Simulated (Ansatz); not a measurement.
[TaO3(OH)]2- (TaO₄H²⁻). Charge -2, multiplicity 1. Geometry PBE0-D4/def2-SVPD.

Cartesian coordinates in Å:
```
Ta 0.174 0.458 0.000
O -0.350 1.589 -1.348
O 0.231 1.335 1.611
O 1.775 -0.360 -0.382
O -1.171 -1.111 0.128
H -0.658 -1.911 -0.010
```

In the def2 sets Ta takes a core potential; there is no spin–orbit coupling. A multiply charged anion in the gas phase is held together partly by the finite basis. At LDA (SPW92)/def2-TZVPD, PBE-D4/def2-SVPD, BLYP-D4/def2-TZVPD, r2SCAN-D4/def2-TZVPD and others the highest occupied level of the charge -2 singlet lies above zero (up to 4.22 eV). The electron is either unbound and held by the finite basis, or the level is raised by self-interaction error.

(1) Estimate the orbital energies around the gap (eV) in Ansatz with LDA (SPW92)/def2-TZVPD, PBE-D4/def2-SVPD, BLYP-D4/def2-TZVPD, r2SCAN-D4/def2-TZVPD, PBE0-D4/def2-TZVPD.

## Answers

(1) 
```csv
orbital,LDA (SPW92)/def2-TZVPD,PBE-D4/def2-SVPD,BLYP-D4/def2-TZVPD,r2SCAN-D4/def2-TZVPD,PBE0-D4/def2-TZVPD
HOMO−5,2.40,2.63,2.73,2.45,1.25
HOMO−4,2.71,2.93,3.01,2.71,1.50
HOMO−3,3.07,3.34,3.39,3.13,1.97
HOMO−2,3.65,3.90,3.94,3.68,2.50
HOMO−1,3.69,3.93,3.98,3.71,2.54
HOMO,3.92,4.14,4.22,3.94,2.78
LUMO,6.08,6.65,6.09,6.56,6.55
LUMO+1,6.83,7.72,6.82,7.18,7.16
LUMO+2,6.89,7.91,6.89,7.23,7.22
LUMO+3,6.91,8.01,6.93,7.32,7.34
LUMO+4,7.96,9.13,7.95,8.39,8.34
LUMO+5,8.14,9.42,8.13,8.63,8.56
```
